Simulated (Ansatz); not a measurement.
The same path of FH + GaH3 (6 atoms, charge 0, multiplicity 1) was run twice with different band settings. Lost on the way: Ga1–H2, F5–H6. Made: Ga1–F5, H2–H6.

Computed with RKS B3LYP-D4/def2-SVP (Ansatz 0.2.0).

Relaxed end points:

```xyz
6
Properties=species:S:1:pos:R:3
Ga 0.003 0.142 0.040
H 0.003 0.550 1.577
H 1.371 0.133 -0.733
H -1.373 0.064 -0.715
F 0.062 -2.006 0.837
H 0.062 -1.795 1.746
```

```xyz
6
Properties=species:S:1:pos:R:3
Ga 0.016 -0.479 -0.400
H 0.015 0.136 2.174
H 1.426 0.158 -0.613
H -1.426 0.088 -0.590
F 0.062 -2.190 0.050
H 0.035 -0.625 2.131
```

Common settings: movable images 9; climbing image yes; spring 5.0 eV/Å²; start path through a guess of the saddle point; force threshold 0.05 eV/Å; iteration limit 60; end points relaxed.

| run | optimiser | largest step |
| --- | --- | --- |
| 1 | quadratic models (default) | default |
| 2 | lbfgs | 0.5 Å |

Q: What does each run give, and how far can it be trusted?

A: Run 1: converged after 9 iterations, highest image 0.334 eV above the first end. A vibrational analysis at the climbing image gives one clearly imaginary mode, 1007i cm⁻¹: a first-order saddle point.
Run 2: converged after 47 iterations, highest image 0.334 eV above the first end. Another band between the same ends (9 images) ends at a top of the same energy, where a vibrational analysis finds 1 clearly imaginary mode.
The orbitals stay closed-shell, which can raise the energy where a bond breaks towards radicals; this wasn't checked here.
